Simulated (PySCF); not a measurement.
Isomers of [C8H12N]+ (charge +1), from PBE0-D3(BJ)/def2-SVP geometry optimisation, gas phase in PySCF. One conformer each, no zero-point energy, no frequencies.

Question: Which is lower in electronic energy at this level?
A. 2,4,6-trimethylpyridinium, `Cc1cc(C)cc(C)[nH+]1`: A = 1846, B = 1711, C = 902.9 MHz, dipole 1.87 D
B. `[CH3:1][CH2:2][c:3]1[cH:4][cH:5][cH:6][cH:7][n+:8]1[CH3:9]` (charge +1) with C1–C2–C3–C4 0°: A = 2495, B = 1491, C = 950.0 MHz, dipole 1.99 D

Answer: A. That is 2,4,6-trimethylpyridinium (`Cc1cc(C)[nH+]c(C)c1`), 16.6 kcal/mol below the other.

```csv
SMILES,mapped SMILES,E (Eh),relative (kcal/mol),relative (kJ/mol),dipole about centre of mass (D)
Cc1cc(C)[nH+]c(C)c1,[CH3:1][c:2]1[cH:3][c:4]([CH3:5])[nH+:6][c:7]([CH3:8])[cH:9]1,-365.95136,0.0,0.0,1.87
CCc1cccc[n+]1C,[CH3:1][CH2:2][c:3]1[cH:4][cH:5][cH:6][cH:7][n+:8]1[CH3:9],-365.92493,16.6,69.4,1.99
```

As drawn, the lower has an N–H bond, which the higher lacks.
